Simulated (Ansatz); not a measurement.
One change: `N#[C][Ga]([Cl])[Cl]` becomes `C[O][Ga]([Cl])[Cl]`.

Ansatz, PBE0-D4/def2-TZVP geometries, multiplicity 1. Each molecule was computed in one conformer, which needn't be the lowest.

Scalar relativity is left out up to krypton.

| property | `N#[C][Ga]([Cl])[Cl]` |
| --- | --- |
| LUMO energy (ωB97M-V/def2-TZVPP) / eV | -0.73 |
| HOMO energy (PBE/def2-TZVPP) / eV | -8.40 |
| LUMO energy (PBE/def2-TZVPP) / eV | -3.40 |
| HOMO–LUMO gap (B3LYP/def2-TZVPP) / eV | 6.70 |
| zero-point energy (PBE0-D4/def2-TZVP) / kJ/mol | 27.6 |
| HOMO–LUMO gap (PBE0/def2-TZVPP) / eV | 7.24 |

Question: Give the same properties after the change, and the shifts. (Estimate.)

Answer: Computed: 
| property | `C[O][Ga]([Cl])[Cl]` | shift |
| --- | --- | --- |
| LUMO energy (ωB97M-V/def2-TZVPP) / eV | 0.47 | 1.20 |
| HOMO energy (PBE/def2-TZVPP) / eV | -6.99 | 1.41 |
| LUMO energy (PBE/def2-TZVPP) / eV | -2.44 | 0.96 |
| HOMO–LUMO gap (B3LYP/def2-TZVPP) / eV | 6.46 | -0.24 |
| zero-point energy (PBE0-D4/def2-TZVP) / kJ/mol | 116.8 | 89.2 |
| HOMO–LUMO gap (PBE0/def2-TZVPP) / eV | 7.03 | -0.21 |

With PBE0 the HOMO rises by 1.33 eV and the LUMO rises by 1.12 eV, so the gap narrows by about 0.21 eV. PBE moves the HOMO by 1.41 eV and ωB97M-V by 1.22 eV. The zero-point energy changes by 89.2 kJ/mol with +9 modes.

B3LYP here is the variant with VWN-RPA as its local correlation; programs differ in this.
